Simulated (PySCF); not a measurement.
**C3HN3Si: core ionisation energies**

Compound: C3HN3Si.
Atom-mapped SMILES: `[N:1]#[C:2][SiH:3]([C:4]#[N:5])[C:6]#[N:7]`

Method used: PySCF, delta-SCF UKS SCAN, pcX-2 on the ionised atom, pcseg-1 elsewhere, spin-free X2C. Binding energies are ΔSCF values: E(core-ionised, relaxed orbitals) − E(ground state) at a fixed geometry, referred to the vacuum level.

Question: What binding energy does each computed site have?

Answer: 
| atom(s) | bonded to | level | binding energy (eV) | 2p1/2 (eV) | count |
| --- | --- | --- | --- | --- | --- |
| N1/N5/N7 | C (triple bond) | N 1s | 406.53 | – | 3 |
| C2/C4/C6 | N (triple bond) and Si | C 1s | 292.99 | – | 3 |
| Si3 | 3 C and H | Si 2p3/2 | 110.39 | 111.01 | 1 |
| Si3 | 3 C and H | Si 1s | 1850.40 | – | 1 |

Question: What is the longest wavelength that can ionise N 1s of N1/N5/N7 vertically?

Answer: λ = hc/E = 12398.42 eV Å / 406.53 eV = 30.498 Å.

The first atom of each set that the bonding makes equivalent was ionised and stands for the set. The 2p values aren't plain energy differences: one relaxed spin-free 2p hole is combined with a matrix within the shell (ground-state 2p orbital-energy differences and spin–orbit coupling). 2p3/2, the mean of its two sublevels, lies a third of the splitting below the shell's mean and 2p1/2 two thirds above it; the statistical areas are 2:1. 2p1/2 minus 2p3/2 (ligand field included): Si 0.63 eV. Isolated species at its GFN2-xTB geometry, gas phase.

Time: 21 s of wall time. Hardware: an x86-64 server with one thread, no GPU (shared host).
